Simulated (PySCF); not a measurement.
# Atomic charges by several schemes

Species: C₂H₁₀F₃PSi₃.
Structure used (GFN2-xTB), in Å, numbered top down from 1:
```xyz
19
C2H10F3PSi3 angstrom
F     -4.3244    1.8070    0.0700
C     -3.2801    1.0128   -0.2331
F     -3.7710   -0.2392   -0.2694
F     -2.9442    1.3150   -1.4994
C     -2.1351    1.1509    0.7127
Si    -0.7134    0.0079    0.1475
P      0.9726    0.4473    1.5236
Si     2.3974   -1.1889    0.9538
Si     3.3673   -0.7041   -1.0937
H     -1.8229    2.1943    0.7157
H     -2.4932    0.9029    1.7110
H     -0.2999    0.3999   -1.1997
H     -1.2147   -1.3695    0.1364
H      0.4361   -0.2014    2.6143
H      1.6833   -2.4755    0.9893
H      3.3304   -1.2356    2.0882
H      4.3228   -1.7498   -1.4608
H      2.3798   -0.6279   -2.1742
H      4.0994    0.5633   -1.0916
```

Density: PBE0/pcSseg-1 (PySCF); schemes: Mulliken, IAO, Hirshfeld and ESP-fitted. One conformer (not necessarily the lowest) at the GFN2-xTB geometry, without solvent, vibrations or thermal averaging.

Q: Tabulate the Mulliken, IAO, Hirshfeld and ESP-fitted charges.

A: In e:

```tsv
atom	environment	Mulliken	IAO	Hirshfeld	ESP-fitted
F1	fluorine of a CF3 group	-0.273	-0.287	-0.105	-0.212
C2	CF3 carbon	+0.760	+0.809	+0.257	+0.599
F3	fluorine of a CF3 group	-0.274	-0.289	-0.094	-0.197
F4	fluorine of a CF3 group	-0.272	-0.288	-0.092	-0.201
C5	sp3 carbon bound to silicon	-0.574	-0.583	-0.184	-0.537
Si6	SiH2 silicon	+0.465	+0.581	+0.271	+0.462
P7	three-coordinate phosphorus	-0.368	-0.218	-0.071	-0.443
Si8	SiH2 silicon	+0.087	+0.269	+0.192	+0.242
Si9	SiH3 silicon	+0.221	+0.297	+0.221	+0.236
H10	methylene hydrogen	+0.178	+0.182	+0.055	+0.194
H11	methylene hydrogen	+0.173	+0.177	+0.055	+0.193
H12	Si–H hydrogen	-0.018	-0.100	-0.073	-0.062
H13	Si–H hydrogen	-0.025	-0.107	-0.075	-0.101
H14	P–H hydrogen	+0.090	+0.006	-0.005	+0.163
H15	Si–H hydrogen	-0.017	-0.097	-0.076	-0.088
H16	Si–H hydrogen	-0.011	-0.080	-0.070	-0.045
H17	Si–H hydrogen	-0.047	-0.091	-0.071	-0.080
H18	Si–H hydrogen	-0.050	-0.091	-0.068	-0.065
H19	Si–H hydrogen	-0.045	-0.088	-0.067	-0.056
```

Mean size of the charges over all atoms: IAO 0.244 e, ESP-fitted 0.220 e, Mulliken 0.208 e, Hirshfeld 0.111 e. Each set sums to the total charge, 0, to within 0.001 e. The IAO scheme counts the electrons in orthogonalised intrinsic atomic orbitals, a minimal basis polarised so that it spans the occupied orbitals exactly.

Lowest charge. All schemes agree: Mulliken C5 (-0.574); IAO C5 (-0.583); Hirshfeld C5 (-0.184); ESP-fitted C5 (-0.537).

Highest charge. The schemes don't all agree: Mulliken C2 (+0.760); IAO C2 (+0.809); Hirshfeld Si6 (+0.271); ESP-fitted C2 (+0.599).

Q: Sum the charges by element, for elements with more than one atom.

A: 
| element | atoms | Mulliken | IAO | Hirshfeld | ESP-fitted |
| --- | --- | --- | --- | --- | --- |
| F | 3 | -0.819 | -0.865 | -0.291 | -0.611 |
| C | 2 | +0.185 | +0.226 | +0.073 | +0.062 |
| Si | 3 | +0.773 | +1.147 | +0.684 | +0.941 |
| H | 10 | +0.229 | -0.290 | -0.395 | +0.052 |

Q: How closely do the schemes follow one another over all atoms?

A: Correlation coefficient and root-mean-square difference: Mulliken with ESP-fitted 0.97, 0.070 e; Mulliken with IAO 0.97, 0.078 e; IAO with ESP-fitted 0.96, 0.094 e; IAO with Hirshfeld 0.94, 0.197 e; Hirshfeld with ESP-fitted 0.90, 0.166 e; Mulliken with Hirshfeld 0.86, 0.190 e.

The run behind these numbers computed NMR shieldings as well. On Intel Xeon at 2.50 GHz, one thread, no GPU (shared host), this took 2.2 min of wall time and 1.1 GiB of memory at its peak.
